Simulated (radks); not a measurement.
The numbers below are computed, except where a source is named.
The nuclear charge of the iridium ion Ir2+ is varied continuously with 75 electrons held in [Xe] 4f14 5d7. Code: a radial shooting solver on a logarithmic mesh with Libxc functionals. Model: scalar-relativistic Kohn-Sham, PBE, spin-polarised, spherical densities, point nucleus; open shells are filled with parallel spins first (spin-orbit coupling, left out, can overturn this in heavy ions). By the Hellmann-Feynman theorem dE/dZ = E(electron-nucleus)/Z, the electronic potential at the nucleus. The scalar-relativistic energy here is not variational (the density holds large components alone), so the two differ by a part that grows with Z.

Z     E (hartree)  E(electron-nucleus)/Z (hartree)  HOMO  e(HOMO) (eV)  <r> HOMO (bohr)
76    -17253.5728                         -562.517    5d       -11.143            1.841
76.5  -17538.6300                         -568.218    5d       -16.877            1.726
77    -17826.6016                         -573.931    5d       -23.220            1.634
77.5  -18117.4957                         -579.659    5d       -30.109            1.558
78    -18411.3218                         -585.405    5d       -37.498            1.493

The central difference of E at Z = 77 is -578.866 hartree, to compare with the third column; the second derivative is -11.7 hartree.
